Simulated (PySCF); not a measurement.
**CuCl + H₂O → HCuO + HCl**

Level: PBE0 in the def2-TZVP basis family, all electrons, no relativity, computed in PySCF with density fitting; open shells unrestricted.

| species | state and structure | ZPE (kJ/mol) | H(298 K) − H(0) (kJ/mol) | S° (J/(mol K)) |
| --- | --- | --- | --- | --- |
| CuCl | singlet, C∞v, Cu–Cl 2.076 Å | 2.4 | 9.5 | 237.3 |
| H₂O | singlet, C2v, O–H 0.960 Å (×2); H–O–H 105.1° | 56.5 | 9.9 | 188.7 |
| HCuO | singlet, Cs, Cu–O 1.785 Å, O–H 0.962 Å; Cu–O–H 108.9° | 31.4 | 10.5 | 245.2 |
| HCl | singlet, C∞v, H–Cl 1.279 Å | 17.9 | 8.7 | 186.6 |

Problem. Is the gas-phase reaction uphill or downhill in electronic energy at this level, and by how much?

Solution. At PBE0/def2-TZVP, ΔE = 136.6 kJ/mol, uphill. 

Problem. Add zero-point, thermal and entropy terms for 298.15 K and 1 bar.

Solution. ΔZPE = -9.6 and Δ[H(298) − H(0)] = -0.2 kJ/mol give ΔH° = 126.8 kJ/mol. ΔS° = 5.8 J/(mol K), so ΔG° = 126.8 − 298.15 × (0.0058) = 125 kJ/mol and log₁₀K = -21.9.

Only the bonding shown was studied: isomers, or loss of a ligand pair, can lie lower.
